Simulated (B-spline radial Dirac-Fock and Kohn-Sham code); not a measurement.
Calculated with a B-spline atomic structure program, using the Dirac equation of a negative muon with reduced mass in the field of a spherical finite nucleus, with the Uehling potential to all orders; nuclear polarisation, deformation, hyperfine structure, self-energy, higher-order vacuum polarisation, relativistic recoil and electron screening are left out. The nuclear charge is a Fermi distribution (skin thickness 2.3 fm).

Q: A muonic atom of atomic mass 67.93 u emits these computed lines: 2p3/2 → 1s1/2 1690 keV, 3d5/2 → 2p3/2 378.3 keV, 4f7/2 → 3d5/2 132.0 keV, 5g9/2 → 4f7/2 60.94 keV. Which element is it, and what rms charge radius was used?

A: Gallium (Z = 31, nuclide ⁶⁸Ga); the high transitions hardly feel the nucleus and fix Z. The 2p → 1s line lies 367.3 keV below the value for a point nucleus without QED, which for this nuclear model gives a radius near 3.98 fm (3.985 fm was used).
